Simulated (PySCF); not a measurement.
In(F)(vinyl)(OEt) (C₄H₈FInO), SMILES C=[CH][In]([F])[O]CC. Geometry optimised at B3LYP-D3(BJ)/def2-SVP. The def2 effective core potentials stand for the cores of In; spin–orbit coupling is left out. One conformer was computed; it need not be the lowest.

Question: Give the equilibrium geometry at B3LYP-D3(BJ)/def2-SVP (PySCF confirms it by a frequency run) as Cartesian coordinates in Å. (The exact figures need the calculation; the answer reports its results.)

Answer: This is not unique; one that fits is 
```xyz
15

In     0.0653     0.3618    -0.2099
F      2.0222     0.4803     0.0846
C     -0.9432     1.4794    -1.7156
C     -2.2626     1.3756    -1.9138
H     -0.3436     2.1520    -2.3384
H     -2.7685     1.9559    -2.6962
H     -2.9038     0.7176    -1.3180
O     -0.7767    -0.9226     1.0752
C     -0.0385    -1.6923     2.0008
C      1.0899    -2.4918     1.3602
H      0.3783    -1.0555     2.8076
H     -0.7549    -2.3822     2.4864
H      1.8293    -1.8099     0.9072
H      1.6128    -3.1123     2.1067
H      0.6924    -3.1588     0.5773
```
Charge 0, spin multiplicity 1.
